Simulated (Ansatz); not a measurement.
C3H5AlCl2 (`C=C[CH2][Al]([Cl])[Cl]`). The species carries charge 0 and has multiplicity 1. The geometry is a stationary point of PBE0-D4/def2-TZVP. It is one conformer, not always the lowest.

```xyz
11

C     0.615   -1.257    0.572
C    -0.345   -0.854   -0.280
C    -1.243    0.310   -0.064
Al    0.407    1.322   -0.259
Cl    1.332    2.167    1.419
Cl    1.238    1.706   -2.141
H     0.691   -0.861    1.580
H     1.317   -2.032    0.293
H    -0.357   -1.297   -1.274
H    -1.621    0.393    0.955
H    -2.035    0.403   -0.800
```

Task: What is the dipole moment at PBE/def2-TZVPP? (An estimate is asked.)

Result: Computed: 2.56 D, with components (-1.63, -1.96, 0.21) D in this frame, pointing from negative to positive charge.

Task: And with r2SCAN, B3LYP, ωB97M-V? (Best estimate.)

Result: Ansatz gave: r2SCAN 2.63 D, B3LYP 2.61 D, ωB97M-V 2.61 D.

Task: Give the Mulliken charges with PBE, B3LYP, ωB97M-V in def2-TZVPP. (Estimate.)

Result: Computed: 
```json
{"atom": "C1", "PBE": "-0.23", "B3LYP": "-0.27", "ωB97M-V": "-0.24"}
{"atom": "C2", "PBE": "-0.06", "B3LYP": "-0.05", "ωB97M-V": "-0.06"}
{"atom": "C3", "PBE": "-0.27", "B3LYP": "-0.33", "ωB97M-V": "-0.40"}
{"atom": "Al4", "PBE": "0.49", "B3LYP": "0.58", "ωB97M-V": "0.53"}
{"atom": "Cl5", "PBE": "-0.23", "B3LYP": "-0.25", "ωB97M-V": "-0.22"}
{"atom": "Cl6", "PBE": "-0.23", "B3LYP": "-0.25", "ωB97M-V": "-0.22"}
{"atom": "H7", "PBE": "0.12", "B3LYP": "0.13", "ωB97M-V": "0.13"}
{"atom": "H8", "PBE": "0.11", "B3LYP": "0.12", "ωB97M-V": "0.12"}
{"atom": "H9", "PBE": "0.12", "B3LYP": "0.12", "ωB97M-V": "0.13"}
{"atom": "H10", "PBE": "0.10", "B3LYP": "0.10", "ωB97M-V": "0.12"}
{"atom": "H11", "PBE": "0.09", "B3LYP": "0.10", "ωB97M-V": "0.11"}
```

B3LYP here is the variant with VWN-RPA as its local correlation; programs differ in this.
